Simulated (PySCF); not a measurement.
An unknown is described by computed data only.

Elements present: C, F and H. Monoisotopic mass: 144.0751 u.

| Quantity | Value |
| --- | --- |
| Triplet | lowest triplet excitation (Tamm–Dancoff): 4.05 eV [TDA CAM-B3LYP/def2-SVPD] |
| 1H NMR | chemical shifts (computed TMS as zero) by class: 6.48 (1 H), 6.28 (1 H), 5.05 (1 H), 2.82 (1 H), 2.63 (1 H), 2.30 (1 H), 1.86 (1 H), 1.41 (1 H), 1.20 (1 H), 0.81 (1 H) ppm [GIAO PBE0/pcSseg-1] |
| Valence photoelectron | vertical ionisation energy: 9.28 eV [ΔSCF CAM-B3LYP/def2-SVPD] |
| 13C NMR | chemical shifts (computed TMS as zero) by class: 148.9 (1 C), 142.5 (1 C), 124.1 (1 C), 52.8 (1 C), 46.0 (1 C), 46.0 (1 C), 45.1 (1 C), 29.3 (1 C) ppm [GIAO PBE0/pcSseg-1] |
| Dipole | 2.51 D [CAM-B3LYP/def2-SVPD] |
| Rotational structure | rotational constants A, B, C: 2.571, 1.038, 0.937 GHz [PBE0-D3(BJ)/def2-SVP] |

Electronic properties: PySCF, gas phase, density fitting. Levels stand in brackets. Geometry: PBE0-D3(BJ)/def2-SVP, one conformer, isolated molecule. NMR values are class means; diastereotopic atoms form classes of their own.

Task: Which formula fits the mass and the elements?

Result: C8H10F2 (calculated 144.0751). No other formula that holds each of these elements comes within 0.0003 u with a fitting electron parity and a possible valence count.

Task: Propose a structure and show how it fits.

Result: Numbering: `[F:1][CH:2]([F:3])[C@@H:4]1[CH2:5][C@@H:6]2[CH:7]=[CH:8][C@H:9]1[CH2:10]2`. Its formula, C8H10F2, gives 3 degrees of unsaturation: 2 rings and 1 π bond in the structure found. 8 carbons fall into 8 classes; from least to most shielded: alkene CH carbon [C7] (148.9 ppm), alkene CH carbon [C8] (142.5 ppm), CHF2 carbon [C2] (124.1 ppm), ring CH2 carbon [C10] (52.8 ppm), sp3 CH carbon [C4] (46.0 ppm), sp3 carbon at a ring junction [C9] (46.0 ppm), sp3 carbon at a ring junction [C6] (45.1 ppm), ring CH2 carbon [C5] (29.3 ppm). Hydrogen classes from least to most shielded: 1 H on an alkene CH carbon, C7 (6.48 ppm), 1 H on an alkene CH carbon, C8 (6.28 ppm), 1 H on a CHF2 carbon, C2 (5.05 ppm), 1 H on an sp3 carbon at a ring junction, C9 (2.82 ppm), 1 H on an sp3 carbon at a ring junction, C6 (2.63 ppm), 1 H on an sp3 CH carbon, C4 (2.30 ppm), 1 H on a ring CH2 carbon, C5 (1.86 ppm), 1 H on a ring CH2 carbon, C10 (1.41 ppm), 1 H on a ring CH2 carbon, C10 (1.20 ppm), 1 H on a ring CH2 carbon, C5 (0.81 ppm). The first electron is taken from the HOMO, whose largest Löwdin shares are 0.32 on each of 2 atoms of one kind (alkene CH carbon), 0.06 on an sp3 carbon at a ring junction and 0.05 on an sp3 carbon at a ring junction. The optimised geometry has point group C1 and is an asymmetric top. Structure: `C1[C@H]([C@H]2C=C[C@@H]1C2)C(F)F`. Computed isomers that give other values at the same levels: `F/C=C\[C@@]1(F)C[C@H]2CC[C@H]21` (rotational constant A: 1.625 GHz; this holds for the one conformer computed). The assignments are read from this structure; whether some other isomer fits the data as well wasn't checked. The mirror image fits equally.
